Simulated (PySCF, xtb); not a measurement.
CAgO, SMILES [Ag][C+]=O, charge +1, multiplicity 1.

Harmonic wavenumbers (cm⁻¹) from GFN2-xTB in xtb at its own minimum, in rising order: 175, 175, 205, 2311.

### Question
What does PBE0-D3(BJ)/def2-TZVP (PySCF) give at its own minimum? (An estimate is asked for; the answer gives what the named calculation found.)

### Answer
232, 232, 264, 2342. Paired by order, the mean absolute difference is 51 cm⁻¹ and the zero-point energies are 4.1 and 4.4 kcal/mol.
